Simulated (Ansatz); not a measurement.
Reaction (ligand exchange at the Si–C bond): `C#C[SiH2]F` + `[NH2][AlH2]` → `F[SiH2][NH][AlH2]` + acetylene

Computed with Ansatz on PBE0-D4/def2-TZVP structures; ΔE is electronic, products minus reactants. CCSD(T)/CBS adds triple-zeta CCSD(T) − MP2 to the extrapolated MP2 energy (def2 sets, frozen cores). This one scheme is used for every species. DFT in def2-TZVPP. One conformer a species, not always the lowest.

| level | ΔE (kJ/mol) |
| --- | --- |
| PBE-D4 | -30.7 |
| B2PLYP | -35.0 |
| r2SCAN | -33.5 |
| PBE0 | -32.7 |
| r2SCAN0 | -36.7 |
| CAM-B3LYP | -37.0 |
| SCS-MP2/def2-QZVPP | -37.2 |
| HF/CBS(def2) | -40.1 |

Task: What does CCSD(T)/CBS give? (Estimate.)

Result: Ansatz gave: -38.6 kJ/mol. The listed levels differ from it by 7.9, 3.6, 5.1, 5.9, 1.9, 1.6, 1.4, -1.5 kJ/mol.

Largest T1 diagnostic among the species: 0.013.

From PBE to PBE0 (25 % exact exchange), in def2-TZVPP and without D4, ΔE moves by −4.2 kJ/mol. The D4 term adds −3.4 kJ/mol with B3LYP and −1.9 kJ/mol with PBE0; it sums over pairs of atoms, weighted by their polarisabilities, and B3LYP, whose exchange is more repulsive, gets the larger term. Leaving LDA and LC-ωPBE aside and taking each functional with its dispersion term where it has one, the values, not all of them listed here, spread over 10.0 kJ/mol, from BHLYP-D4 to revPBE-D4. LDA lies −7.1 kJ/mol from PBE without D4.

B3LYP here is the variant with VWN-RPA as its local correlation; programs differ in this.
